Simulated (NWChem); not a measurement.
# BeF2; SMILES [F][Be][F]

```xyz
3

Be     0.0000     0.0000     0.0000
F      0.0000     0.0000     1.3870
F      0.0000     0.0000    -1.3870
```
Atoms are numbered in this order, from 1.

Computed with NWChem. Coordinates come from a PBE0/def2-SVP optimisation. Total energies compare along this basis series because the functional is fixed.

| level | basis functions | energy (Ha) | highest occupied level (eV) | orbital gap (eV) |
|---|---|---|---|---|
| B3LYP/cc-pVDZ | 42 | -214.6020 | -11.22 | 10.53 |
| B3LYP/aug-cc-pVDZ | 69 | -214.6285 | -11.53 | 10.40 |
| B3LYP/cc-pVTZ | 90 | -214.6908 | -11.30 | 10.42 |
| B3LYP/aug-cc-pVTZ | 138 | -214.6974 | -11.49 | 10.37 |
| B3LYP/cc-pVQZ | 165 | -214.7131 | -11.41 | 10.43 |
